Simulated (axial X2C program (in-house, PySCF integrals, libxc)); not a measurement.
## Correcting the dissociation energy of TeS for spin–orbit coupling

A spin-free PBE0 curve (one-electron X2C) was computed with an in-house relativistic program for diatomic molecules, basis Te dyall-cv3z [11s12p8d4f1g], S dyall-av3z [9s8p3d2f] (cores contracted in-house), for the state M_S = 1, Λ = 0 (beyond evenly filled blocks: π+α, π-α). It gives D0 = 3.627 eV to Te + S, which in a spin-free picture are the weighted means of the ground terms.

Measured levels of the ground terms (NIST Handbook of Basic Atomic Spectroscopic Data), in cm⁻¹: Te 3P: J = 2 at 0, J = 0 at 4706.5, J = 1 at 4750.7; S 3P: J = 2 at 0, J = 1 at 396.1, J = 0 at 573.6.

The molecular state has Λ = 0, so it has no first-order lowering.

How far does each ground level lie under the (2J+1)-weighted mean of its term?

Te: (5 × 0 + 1 × 4706.5 + 3 × 4750.7)/9 = 2107 cm⁻¹; S: (5 × 0 + 3 × 396.1 + 1 × 573.6)/9 = 196 cm⁻¹.

Correct D0.

D0 = 3.627 + (0 − 2303)/8065.5 = 3.341 eV at PBE0 with these spin–orbit terms.

Second-order spin–orbit effects in the molecule, which grow quickly with Z, are left out. The state is one determinant whose occupation by symmetry is held fixed; it was picked as the lowest of a PBE0 search that is not exhaustive. De is counted from the lowest determinant-based energies of the atoms at the same level, without counterpoise correction. PBE0 can misorder states that lie within some tenths of an eV, so this need not be the ground state of the molecule. The nearest other spin-free determinant of the search, M_S = 0, Λ = 2, lies 0.61 eV up at the distance of the search.
